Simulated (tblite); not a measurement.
Species: C6H14AsB.
Numbering: `[CH2:1]=[CH:2][BH2-:3][AsH2+:4][CH2:5][CH:6]1[CH2:7][CH2:8]1` (hydrogens: H9, H10 on C1; H11 on C2; H12, H13 on B3; H14, H15 on As4; H16, H17 on C5; H18 on C6; H19, H20 on C7; H21, H22 on C8)
Bond orders are those of one Lewis drawing.

Computed with GFN2-xTB (tblite), gas phase: L-BFGS steps from a force-field or distance-geometry start until the largest atomic force falls under 0.01 eV/Å.

Step 92: E = -639.5379 eV
```
atom  x, y, z in Å  |  force x, y, z in eV/Å
C1      3.8554    0.8885    0.0925    0.010   0.036  -0.030
C2      3.6198   -0.3082    0.6076   -0.007  -0.002   0.056
B3      2.2439   -1.1060    0.6081    0.010   0.015  -0.008
As4     0.6328    0.1535    0.0866    0.018  -0.009   0.012
C5     -1.0336   -0.8146   -0.3042   -0.003  -0.017  -0.024
C6     -2.1166    0.0785   -0.8534    0.014   0.012  -0.020
C7     -3.5580   -0.1817   -0.5319    0.026  -0.023  -0.009
C8     -2.8546    0.9922    0.0784    0.011  -0.007  -0.009
H9      3.0701    1.4590   -0.4019   -0.023  -0.015   0.032
H10     4.8256    1.3650    0.1086    0.003  -0.020   0.028
H11     4.4623   -0.8085    1.0797   -0.020  -0.013  -0.044
H12     1.8668   -1.4564    1.6923    0.007  -0.022  -0.017
H13     2.1697   -1.9789   -0.2059    0.009   0.002   0.013
H14     0.1235    1.0873    1.1260    0.002   0.066  -0.028
H15     0.5454    1.1921   -0.9855   -0.019  -0.041  -0.017
H16    -1.3591   -1.3108    0.6164    0.006   0.032  -0.012
H17    -0.7843   -1.6066   -1.0222   -0.024  -0.001   0.000
H18    -1.8981    0.4583   -1.8471   -0.012   0.017  -0.002
H19    -3.8039   -1.0299    0.0888    0.026   0.013   0.043
H20    -4.2938    0.0211   -1.2948   -0.023  -0.029  -0.025
H21    -2.5906    0.9479    1.1261   -0.058  -0.003   0.028
H22    -3.1329    1.9773   -0.2659    0.045   0.009   0.032
```

Step 93: E = -639.5391 eV
```
atom  x, y, z in Å  |  force x, y, z in eV/Å
C1      3.8555    0.8912    0.0979   -0.017   0.026  -0.043
C2      3.6205   -0.3081    0.6077   -0.006   0.027   0.031
B3      2.2442   -1.1049    0.6122    0.027   0.016  -0.015
As4     0.6350    0.1500    0.0771   -0.021  -0.028   0.061
C5     -1.0353   -0.8180   -0.3077    0.011   0.022  -0.024
C6     -2.1172    0.0794   -0.8534    0.003  -0.012  -0.015
C7     -3.5593   -0.1797   -0.5310    0.025  -0.026  -0.025
C8     -2.8535    0.9919    0.0804    0.016   0.002  -0.006
H9      3.0671    1.4651   -0.3881   -0.023  -0.012   0.034
H10     4.8261    1.3663    0.1073    0.011  -0.022   0.037
H11     4.4658   -0.8119    1.0689   -0.003  -0.031  -0.023
H12     1.8670   -1.4474    1.6984   -0.003  -0.023  -0.014
H13     2.1732   -1.9834   -0.1956    0.008  -0.006   0.011
H14     0.1249    1.0829    1.1180    0.010   0.063  -0.040
H15     0.5441    1.1869   -0.9936   -0.017  -0.024  -0.037
H16    -1.3605   -1.3132    0.6141    0.021   0.032  -0.034
H17    -0.7891   -1.6071   -1.0293   -0.028  -0.018   0.009
H18    -1.9009    0.4603   -1.8476   -0.010   0.013   0.012
H19    -3.8048   -1.0261    0.0925    0.023   0.010   0.026
H20    -4.2946    0.0215   -1.2960   -0.007  -0.028   0.008
H21    -2.5903    0.9453    1.1285   -0.058  -0.003   0.016
H22    -3.1283    1.9781   -0.2625    0.037   0.022   0.031
```

Problem. Estimate the geometry and energy of step 94. (The exact step hangs on the optimiser's Hessian estimate; all steps are aligned on step 93, rigid shifts and turns removed.)

Solution. E = -639.5406 eV, largest force 0.113 eV/Å
```
atom  x, y, z in Å  |  force x, y, z in eV/Å
C1      3.8525    0.8947    0.1033   -0.022  -0.008  -0.033
C2      3.6198   -0.3076    0.6088   -0.002   0.064  -0.009
B3      2.2435   -1.1037    0.6180    0.040   0.003  -0.018
As4     0.6371    0.1455    0.0681   -0.055  -0.033   0.093
C5     -1.0363   -0.8215   -0.3138    0.023   0.054  -0.017
C6     -2.1172    0.0802   -0.8546   -0.012  -0.027  -0.004
C7     -3.5595   -0.1775   -0.5300    0.027  -0.022  -0.022
C8     -2.8502    0.9919    0.0823    0.013   0.004  -0.006
H9      3.0595    1.4716   -0.3716   -0.021  -0.003   0.034
H10     4.8243    1.3678    0.1052    0.002  -0.023   0.041
H11     4.4688   -0.8159    1.0559    0.011  -0.039  -0.004
H12     1.8668   -1.4387    1.7066   -0.014  -0.019  -0.016
H13     2.1763   -1.9897   -0.1824    0.008  -0.003   0.014
H14     0.1273    1.0807    1.1082    0.014   0.056  -0.047
H15     0.5439    1.1804   -1.0030   -0.011  -0.017  -0.051
H16    -1.3616   -1.3163    0.6087    0.033   0.027  -0.054
H17    -0.7924   -1.6072   -1.0394   -0.031  -0.033   0.018
H18    -1.9053    0.4629   -1.8492    0.000   0.010   0.021
H19    -3.8029   -1.0205    0.0992    0.015   0.002   0.001
H20    -4.2958    0.0206   -1.2958    0.008  -0.022   0.040
H21    -2.5884    0.9415    1.1313   -0.054  -0.004  -0.006
H22    -3.1205    1.9800   -0.2574    0.027   0.031   0.025
```

The energy changes by -0.0014 eV. The first-order estimate −F·Δx gives -0.0019 eV and the mean of the old and new forces, exact on a quadratic surface, -0.0014 eV. The step makes an angle of 77° with the force vector and moves no atom by more than 0.019 Å.

What follows is the cost of the whole relaxation. The run took 2.6 s wall on Arm Neoverse N1, one thread (shared host).
